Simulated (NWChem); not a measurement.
## Ionisation of pivalic acid (C5H10O2)

SMILES: C(O)(=O)C(C)(C)C
```xyz
17

C     -0.8755     0.2398     1.5400
C     -0.5559     0.1498     0.0303
C     -1.5266    -0.8143    -0.6673
C     -0.6398     1.5558    -0.6061
C      0.8742    -0.3837    -0.1386
O      1.7962     0.4250     0.4526
O      1.1926    -1.4026    -0.7223
H     -0.1744     0.9210     2.0600
H     -1.9064     0.6237     1.6837
H     -0.8137    -0.7561     2.0243
H     -2.5684    -0.4516    -0.5564
H     -1.4610    -1.8316    -0.2346
H     -1.2983    -0.9010    -1.7475
H      0.0639     2.2599    -0.1213
H     -0.4038     1.5218    -1.6893
H     -1.6678     1.9578    -0.4953
H      2.6616    -0.0078     0.2844
```
Charge 0, spin multiplicity 1.

The numbers come from NWChem runs, not from measurements. The geometry was optimised at PBE/def2-SVP, with no frequency check, so it may be a saddle point. It is one conformer; others weren't searched.

Basis set: def2-SVP. −ε marks an orbital energy of the parent.

B3LYP has NWChem's definition, with VWN1-RPA local correlation.

Problem. For the first vertical ionisation energy, −ε(HOMO) of LDA (SVWN5) gives 6.26 eV and −ε(HOMO) of B3LYP gives 7.49 eV. What do −ε(HOMO) of HF, −ε(HOMO) of PBE, G0W0@LDA (SVWN5) give?

Solution. −ε(HOMO) of HF: 11.97 eV; −ε(HOMO) of PBE: 6.07 eV; G0W0@LDA (SVWN5): 9.10 eV.
